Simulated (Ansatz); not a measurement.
Molecule: C$_{5}$H$_{13}$O, net charge 1, singlet state. It need not be the lowest isomer of its formula. 
Geometry from a B3LYP-D3(BJ)/def2-TZVP (Ansatz, a first-principles code) optimisation:
```xyz
19

C     -2.1003     0.9347     0.7174
C     -0.9729    -0.0936     0.6284
C     -1.4530    -1.3881    -0.0296
C      0.2207     0.5375    -0.1317
C      1.3946    -0.3889    -0.1538
O      2.5599     0.3503    -0.9051
H     -2.4730     1.1917    -0.2766
H     -1.7725     1.8529     1.2073
H     -2.9338     0.5296     1.2907
H     -0.6366    -0.3198     1.6458
H     -2.3345    -1.7654     0.4880
H     -1.7320    -1.2172    -1.0723
H     -0.7054    -2.1838    -0.0012
H     -0.0855     0.7757    -1.1529
H      0.4954     1.4694     0.3739
H      1.8022    -0.6290     0.8254
H      1.2724    -1.2709    -0.7733
H      3.4159    -0.1169    -0.8919
H      2.6736     1.2718    -0.6059
```
Charge +1, spin multiplicity 1.

Basis-set convergence of Hartree-Fock and MP2 correlation energies (hartree) with Ansatz. Cores are frozen in the correlated levels unless marked. No spin-orbit coupling. No relativistic terms.

```csv
basis,functions,E(HF),"E(corr, MP2)"
cc-pVDZ,149,-271.52350,-0.90924
cc-pVTZ,362,[?],[?]
```

**Question.** Complete the blanks.

**Answer.** 
- cc-pVTZ, E(HF): -271.60486
- cc-pVTZ, E(corr, MP2): -1.11942
